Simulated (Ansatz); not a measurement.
Reaction (cleavage of the Si–P bond): `CO[SiH2]P` + `[NH2][GeH3]` → `CO[SiH2][NH][GeH3]` + PH₃

Isolated molecules relaxed with PBE0-D4/def2-TZVP in Ansatz; ΔE leaves out vibrations. CBS: MP2 limit from def2 TZ/QZ plus the TZ coupled-cluster correction, frozen cores. This one scheme is used for every species. DFT in def2-TZVPP. For Ge outer-core shells are correlated without core-valence functions, which leaves a few kJ/mol of doubt a bond. Scalar relativity is left out up to krypton. One conformer a species, not always the lowest.

```
             level  ΔE (kJ/mol)
               PBE        -39.2
CCSD(T)/def2-TZVPP        -60.3
SCS-MP2/def2-QZVPP        -62.5
      HF/CBS(def2)        -71.0
```

(1) What does CCSD(T)/CBS give? (Best estimate.)

Largest T1 diagnostic among the species: 0.013.

Answers

(1) Ansatz gave: -57.2 kJ/mol. The listed levels differ from it by 18.0, -3.1, -5.3, -13.8 kJ/mol.

In def2-TZVPP, CCSD(T) changes the Hartree–Fock value by +9.6 kJ/mol (the triples alone add +2.0 kJ/mol) and MP2 by +8.5 kJ/mol. From PBE to PBE0 (25 % exact exchange), in def2-TZVPP and without D4, ΔE moves by −5.6 kJ/mol.
